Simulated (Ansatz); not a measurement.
`[CH3][ZnH]` + `[SH][SnH3]` → `C[S][SnH3]` + `[ZnH2]` at 298.15 K and 1 bar (substitution at a C–Zn bond).

Computed with Ansatz on PBE0-D4/def2-TZVP structures; ΔE is electronic, products minus reactants. CBS: MP2 limit from def2 TZ/QZ plus the TZ coupled-cluster correction, frozen cores. Elements past krypton have def2 core potentials. For Sn, Zn outer-core shells are correlated without core-valence functions, which leaves a few kJ/mol of doubt a bond. Scalar relativity is left out up to krypton.

```
     species  CCSD(T)/CBS energy (Eh)  H − E (kJ/mol)  S (J/(mol·K))
`[CH3][ZnH]`              -1818.81862           120.8          253.5
`[SH][SnH3]`               -614.20548            91.8          301.7
`C[S][SnH3]`               -653.46026           174.1          339.7
    `[ZnH2]`              -1779.54550            39.9          200.9
```

H − E and S are ideal-gas, rigid-rotor, harmonic terms from PBE0-D4/def2-TZVP. 1 Eh = 2625.50 kJ/mol, R = 8.31446 J/(mol·K).

Question: By hand: ΔE, ΔH, ΔS and ΔG.

Answer: ΔE = (-653.46026) + (-1779.54550) − (-1818.81862) − (-614.20548) = 0.01834 Eh = 48.2 kJ/mol. Δ(H − E) = 174.1 + 39.9 − 120.8 − 91.8 = 1.4, so ΔH = 49.6 kJ/mol. ΔS = 339.7 + 200.9 − 253.5 − 301.7 = -14.6 J/(mol·K). ΔG = 49.6 − 298.15 × (-14.6)/1000 = 54.0 kJ/mol.

Question: By hand: the equilibrium constant, and the temperature at which ΔG would vanish if ΔH and ΔS stayed fixed.

Answer: log₁₀ K = −ΔG/(RT ln 10) = -9.5. ΔH and −TΔS have one sign here, so there is no such temperature.

The number of gas molecules stays the same, so ΔS is small and ΔH decides. A doubt of 5 kJ/mol in ΔE shifts log₁₀ K by 0.9 here. These are equilibria of isolated gas molecules and say nothing of rates. Largest T1 diagnostic: 0.016 (customary marks: 0.02 for closed shells, 0.045 for open ones).
